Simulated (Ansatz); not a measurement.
C2H5ClO2Si can be A, `O/C=C(\Cl)[SiH2]O`, or B, `CO[Si]1(Cl)CO1`.

Isolated molecules relaxed with PBE0-D4/def2-TZVP in Ansatz; ΔE leaves out vibrations. CCSD(T)/CBS is the MP2 limit (def2-TZVPP, def2-QZVPP) plus CCSD(T) − MP2 in def2-TZVPP, frozen cores. DFT in def2-TZVPP. B3LYP here is the variant with VWN-RPA as its local correlation; programs differ in this. One conformer a species, not always the lowest.

**Question.** Which isomer does CCSD(T)/CBS put lower? Give the gap. (Estimate.)

**Answer.** The calculation gave: B, by 26.1 kcal/mol.

**Question.** Give E(B) − E(A) in kcal/mol with PBE-D4, HF/def2-TZVPP, B3LYP, CCSD(T)/def2-TZVPP, B3LYP-D4, MP2/def2-TZVPP, ωB97M-V. (An estimate is asked.)

**Answer.** Ansatz gave: PBE-D4 -24.0, HF/def2-TZVPP -26.7, B3LYP -25.4, CCSD(T)/def2-TZVPP -26.3, B3LYP-D4 -25.2, MP2/def2-TZVPP -27.5, ωB97M-V -27.4. None reverses the order clearly.

Largest T1 diagnostic: 0.013.

From PBE to PBE0 (25 % exact exchange), in def2-TZVPP and without D4, E(B) − E(A) moves by −1.8 kcal/mol.
